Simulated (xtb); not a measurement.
Input file for xtb: GFN1-xTB on ZnCl, 2S+1 = 2, a spin state set in the input, which need not be the lowest, a point of a bond scan (R = 2.288 Å).

```
$ xtb mol.xyz --gfn 1 --sp --chrg 0 --uhf 1
2

Zn     0.00000000     0.00000000     0.00000000
Cl     0.00000000     0.00000000     2.28760300
```

Q: Give the final energy of this run.

A: -5.0606 hartree.
